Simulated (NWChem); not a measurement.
AlSiH$_{5}$O$_{3}$; SMILES [OH][Al]([O][SiH3])[OH]

```xyz
10

Al    -0.0025     0.9742    -0.0003
O      1.6176     1.5033     0.0003
H      1.7939     2.4526    -0.0015
O     -1.2538     2.1358     0.0005
H     -2.1761     1.8513    -0.0019
O     -0.3446    -0.6875    -0.0004
Si    -0.0019    -2.2964     0.0003
H     -1.1895    -3.0565    -0.4766
H      0.3333    -2.7642     1.3738
H      1.1440    -2.6106    -0.8974
```
Atoms are numbered in this order, from 1.

All runs: NWChem. Geometry: optimised at B3LYP/6-31G* (spherical d). Level SCAN/def2-SVP: energy and gradient on several grids; changes count from the extra-fine grid, which is no exact limit either.

```tsv
grid	size of the energy change (μHa)	largest change of a gradient component (μHa/bohr)	time, medium = 1 (rough)
xcoarse	40000	7000	about 1
coarse	5000	2000	about 1
medium	4000	1000	about 1
fine	3000	300	about 1
xfine	< 10	< 30	3
```
